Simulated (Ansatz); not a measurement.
System: sum formula SiH$_{2}$Br, net charge 0, doublet state. It need not be the lowest isomer of its formula. 
Geometry from a B3LYP-D3(BJ)/def2-TZVP (Ansatz, a program for electronic structure) optimisation:
```xyz
4

Si    -1.5150     0.0418     0.0402
Br     0.7195     0.0207    -0.0219
H     -2.0212    -0.7374    -1.1175
H     -1.9520    -0.5712     1.3197
```
Charge 0, spin multiplicity 2.

Total electronic energies in hartree. Valence correlation only, unless marked. UHF or UKS for open shells. No spin-orbit coupling. Frozen are the shells of the preceding noble gas and the d and f shells that filled before the atom's block. Non-relativistic. CBS marks a two-point X^-3 extrapolation of the correlation energy; Hartree-Fock from the larger set. [CCSD(T)-MP2]/basis is that difference in the basis named.

| level | program | energy (Eh) |
|---|---|---|
| HF/def2-QZVPPD | Ansatz | -2862.58711 |
| RI-HF/def2-TZVPPD | Ansatz | -2862.52927 |
| PBE0/6-31G* | Ansatz | ___ |
| B2GP-PLYP-D4/def2-TZVPD | Ansatz + dftd4 | ___ |
| CCSD/def2-SVPD | Ansatz | -2862.35645 |
| CCSD(T)/STO-3G | Ansatz | -2831.47405 |
| RI-MP2/CBS(def2-TZVPP,def2-QZVPP)+[CCSD(T)-MP2]/def2-SVP | Ansatz | -2862.9322 |
| RI-MP2/CBS(def2-TZVPP,def2-QZVPP)+[CCSD(T)-MP2]/def2-QZVPP | Ansatz | -2862.9412 |
| CCSD(T)/CBS(def2-TZVPPD,def2-QZVPPD) | Ansatz | -2862.9409 |

Problem. What belongs in the gaps?

Solution. 
- PBE0/6-31G*, energy (Eh): -2864.09673
- B2GP-PLYP-D4/def2-TZVPD, energy (Eh): -2864.11657
